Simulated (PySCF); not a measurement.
Isomers of C7H13F.

All values: wB97X-D/def2-SVPD (PySCF) at PBE0-D3(BJ)/def2-SVP geometries, gas phase, one conformer each. Core orbitals are frozen in the response; Δα² is half the sum of the squared differences of the principal polarisabilities.

Question: Rank by HOMO energy, lowest first.
A. `[CH3:1][C:2]([CH3:3])=[C:4]([CH3:5])[CH2:6][CH2:7][F:8]` with C2–C4–C6–C7 95°, C4–C6–C7–F8 176°
B. `[CH3:1][C@@H:2]1[C@H:3]([CH3:4])[CH2:5][CH2:6][C@H:7]1[F:8]` with C1–C2–C3–C4 49°, C2–C3–C5–C6 -29°, C3–C5–C6–C7 4°, C5–C6–C7–F8 -94°
C. `CC(C)(C)[C@@H]1C[C@H]1F`
D. `[CH3:1][CH2:2][CH2:3]/[C:4]([CH3:5])=[CH:6]\[CH2:7][F:8]` with C1–C2–C3–C4 178°, C2–C3–C4–C5 -86°, C4–C6–C7–F8 133°

Answer: B (-10.51 eV), C (-9.83 eV), D (-8.95 eV), A (-8.37 eV).

Question: Rank by dipole moment, lowest first.
A. `[CH3:1][C:2]([CH3:3])=[C:4]([CH3:5])[CH2:6][CH2:7][F:8]` with C2–C4–C6–C7 95°, C4–C6–C7–F8 176°
B. `[CH3:1][CH2:2][CH2:3]/[C:4]([CH3:5])=[CH:6]\[CH2:7][F:8]` with C1–C2–C3–C4 178°, C2–C3–C4–C5 -86°, C4–C6–C7–F8 133°
C. `CC(C)(C)[C@@H]1C[C@H]1F`
D. `[CH3:1][C@@H:2]1[C@H:3]([CH3:4])[CH2:5][CH2:6][C@H:7]1[F:8]` with C1–C2–C3–C4 49°, C2–C3–C5–C6 -29°, C3–C5–C6–C7 4°, C5–C6–C7–F8 -94°

Answer: D (1.78 D), C (1.94 D), A (2.24 D), B (2.58 D).

Question: Rank by vertical ionisation energy (ΔSCF), highest first.
A. `[CH3:1][C@@H:2]1[C@H:3]([CH3:4])[CH2:5][CH2:6][C@H:7]1[F:8]` with C1–C2–C3–C4 49°, C2–C3–C5–C6 -29°, C3–C5–C6–C7 4°, C5–C6–C7–F8 -94°
B. `CC(C)(C)[C@@H]1C[C@H]1F`
C. `[CH3:1][CH2:2][CH2:3]/[C:4]([CH3:5])=[CH:6]\[CH2:7][F:8]` with C1–C2–C3–C4 178°, C2–C3–C4–C5 -86°, C4–C6–C7–F8 133°
D. `[CH3:1][C:2]([CH3:3])=[C:4]([CH3:5])[CH2:6][CH2:7][F:8]` with C2–C4–C6–C7 95°, C4–C6–C7–F8 176°

Answer: A (10.65 eV), B (10.03 eV), C (9.07 eV), D (8.44 eV).

All values together:

```tsv
SMILES	μ (D)	HOMO (eV)	LUMO (eV)	α (Å³)	Δα (Å³)	ΔSCF removal energy (eV)
CCC/C(C)=C\CF	2.58	-8.95	1.89	13.12	4.26	9.07
C[C@@H]1[C@H](C)CC[C@H]1F	1.78	-10.51	2.28	12.02	1.42	10.65
CC(C)(C)[C@@H]1C[C@H]1F	1.94	-9.83	2.26	12.27	1.47	10.03
CC(C)=C(C)CCF	2.24	-8.37	2.08	13.03	4.45	8.44
```

Conformers: `[CH3:1][CH2:2][CH2:3]/[C:4]([CH3:5])=[CH:6]\[CH2:7][F:8]` with C1–C2–C3–C4 178°, C2–C3–C4–C5 -86°, C4–C6–C7–F8 133°; `[CH3:1][C@@H:2]1[C@H:3]([CH3:4])[CH2:5][CH2:6][C@H:7]1[F:8]` with C1–C2–C3–C4 49°, C2–C3–C5–C6 -29°, C3–C5–C6–C7 4°, C5–C6–C7–F8 -94°; `[CH3:1][C:2]([CH3:3])=[C:4]([CH3:5])[CH2:6][CH2:7][F:8]` with C2–C4–C6–C7 95°, C4–C6–C7–F8 176°.
